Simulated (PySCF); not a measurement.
Match the calculated data to a structure.

All candidates are C6H5FO2S.

* Rotational structure: rotational constants A, B, C: 2.633, 0.838, 0.737 GHz [GFN2-xTB]
* Dipole: 5.34 D [PBE0/pcSseg-1]
* 13C NMR: chemical shifts (computed TMS as zero) by class: 142.3 (1 C), 141.4 (1 C), 135.2 (2 C), 133.1 (2 C) ppm [GIAO PBE0/pcSseg-1]
* NMR, other nuclei: isotropic shieldings of nuclei other than C and H, by class: 99 (2 O), 63 (1 F), 168 (1 S) ppm [GIAO PBE0/pcSseg-1]
* 1H NMR: chemical shifts (computed TMS as zero) by class: 8.31 (2 H), 8.03 (1 H), 7.94 (2 H) ppm [GIAO PBE0/pcSseg-1]

The electronic properties come from PySCF, for the isolated species, density fitting. Levels stand in brackets. One conformer (not necessarily the lowest) at the GFN2-xTB geometry, without solvent, vibrations or thermal averaging. NMR classes are plain means over equivalent atoms (diastereotopic ones count apart unless rotation or inversion swaps them), as if these changed places fast.

**Question.** Which candidate is it?
A. `COc1csc(C(=O)F)c1`
B. `O=S(=O)(F)c1ccccc1`
C. `COc1ccsc1C(=O)F`

**Answer.** B. It is `O=S(=O)(F)c1ccccc1`. Numbering: `[O:1]=[S:2](=[O:3])([F:4])[c:5]1[cH:6][cH:7][cH:8][cH:9][cH:10]1`. 6 carbons fall into 4 classes; from least to most shielded: substituted aromatic carbon [C5] (142.3 ppm), aromatic CH carbon [C8] (141.4 ppm), aromatic CH carbon [C7/C9] (135.2 ppm, 2 C), aromatic CH carbon [C6/C10] (133.1 ppm, 2 C). Hydrogen classes from least to most shielded: 2 H on the ortho carbons, C6/C10 (8.31 ppm), 1 H on the para carbon, C8 (8.03 ppm), 2 H on the meta carbons, C7/C9 (7.94 ppm). The other shieldings belong to: 99 ppm, sulfonyl oxygen [O1/O3]; 63 ppm, sulfur-bound fluorine [F4]; 168 ppm, sulfonyl sulfur [S2]. The optimised geometry has point group Cs and is an asymmetric top.

The others, at the same levels:
- `COc1csc(C(=O)F)c1` fails: it has 6 carbon classes against 4; its computed 13C shifts are 164.6 (1 C), 160.2 (1 C), 136.3 (1 C), 135.7 (1 C), 116.2 (1 C), 58.2 (1 C) ppm, 1H shifts are 7.66 (1 H), 6.40 (1 H), 3.97 (3 H) ppm and smallest rotational constant is 0.544 GHz (against 0.737 GHz).
- `COc1ccsc1C(=O)F` fails: it has 6 carbon classes against 4; its computed 13C shifts are 169.9 (1 C), 160.8 (1 C), 145.4 (1 C), 117.4 (1 C), 115.2 (1 C), 58.8 (1 C) ppm, 1H shifts are 7.57 (1 H), 6.66 (1 H), 4.12 (3 H) ppm and rotational constant A is 1.427 GHz (against 2.633 GHz).

Each candidate is one conformer, not necessarily the lowest. Dipoles, sizes and rotational constants follow the conformer. The torsions of the flexible species, by atom-mapped SMILES:
- `[O:1]=[S:2](=[O:3])([F:4])[c:5]1[cH:6][cH:7][cH:8][cH:9][cH:10]1`: O1–S2–C5–C6 22°
- `[CH3:1][O:2][c:3]1[cH:4][s:5][c:6]([C:7](=[O:8])[F:9])[cH:10]1`: C1–O2–C3–C4 0°, S5–C6–C7–O8 1°
- `[CH3:1][O:2][c:3]1[cH:4][cH:5][s:6][c:7]1[C:8](=[O:9])[F:10]`: C1–O2–C3–C4 -1°, S6–C7–C8–O9 0°
